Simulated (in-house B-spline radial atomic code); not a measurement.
# Ionising the nickel ion Ni⁸⁺ with different functionals

Computed with an all-electron radial atomic-structure program (B-spline basis): four-component Dirac-Coulomb Hamiltonian, Fermi nucleus of rms radius 3.7757 fm, spin-restricted, spherical fractional occupations for the functionals, and exact exchange of hybrids averaged over the configuration. The ionisation energy is the difference of two self-consistent energies, [Ar] 3d2 → [Ar] 3d1, without Breit or QED terms; ε is the level of the shell that loses the electron (mean over j). The electron is taken from both j subshells in proportion to 2j + 1, so the result is a j average, not the step between ground levels.

```csv
method,rung,ΔSCF (eV),-ε(3d) (eV)
PBE0,global hybrid,191.44,180.13
B3LYP,global hybrid,191.59,179.41
wB97X,range-separated hybrid,191.14,181.99
HSE06,range-separated hybrid,191.37,179.64
```

Task: Among the functionals, which spreads more, the ΔSCF values or the orbital energies?

Result: The orbital energies: ΔSCF values span about 0.45 eV and the orbital energies 2.58 eV; here energy differences depend much less on the functional than eigenvalues do.

Task: How do they compare with the NIST value?

Result: NIST lists 193.2 eV ± 0.5 (semi-empirical, ground level to ground level). Errors run from -2.06 to -1.61 eV. The correlated functionals all miss on the same side by more than they spread, so the cause is common to them (Breit-QED terms, spin polarisation, the choice among j levels, multiplet and fine-structure energies, or a listed next ion that isn't the cheapest removal here) and closeness doesn't rank the functionals.
